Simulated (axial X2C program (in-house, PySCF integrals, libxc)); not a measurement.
**GaTe: from the spin-free to the two-component result**

Calculated with an in-house relativistic program for diatomic molecules. Spin-free means the one-electron spin-free X2C Hamiltonian; two-component (2c) means X2C with spin–orbit coupling and atomic mean-field two-electron Coulomb and Gaunt terms, so the difference of the two also holds small scalar two-electron terms. Basis: Te dyall-cv3z [11s12p8d4f1g], Ga dyall-cv3z [9s9p7d4f1g] (cores contracted in-house); Gaussian nuclei, density fitting, unrestricted open shells. Masses: Te 129.906 u, Ga 68.926 u.

Spin-free state: M_S = 1/2, Λ = 0 (beyond evenly filled blocks: σα); fragments Te + Ga.

| level | Re (Å) | ωe (cm⁻¹) | De (eV) | μ (D) |
| --- | --- | --- | --- | --- |
| r2SCAN | 2.390 | 261.0 | 2.934 | 2.39 |

Dipoles are positive if Ga is the positive end.

Two-component determinant lowest at the distance of the search:

Ω = 1/2 (⟨Sz⟩ = 0.46, ⟨Lz⟩ = 0.04 at r2SCAN); fragments Te + Ga.

| level | Re (Å) | ωe (cm⁻¹) | μ (D) |
| --- | --- | --- | --- |
| r2SCAN | 2.403 | 250.9 | 2.34 |

(1) From the two tables, how do the constants change at the r2SCAN level (2c against spin-free)?

De is counted from the lowest determinant-based energies of the atoms at the same level, without counterpoise correction. De is not given where an atomic determinant may have missed its ground term or J level, or where the truncated virtual space spoils (T). Density functionals use the spin component along the axis (collinear). Without a current term, density functionals place determinants with orbital angular momentum somewhat too high. The state is one determinant with fixed occupations, lowest in a PBE0 search at one distance only: followed along the bond, the 2c determinant Ω = 3/2 reaches 0.05 eV lower at PBE0, at Re = 2.666 Å, so the state shown is not the lowest. Some points did not converge and are left out.

## Answers

(1) At the r2SCAN level Re goes up by 0.013 Å and ωe falls by 10.1 cm⁻¹.
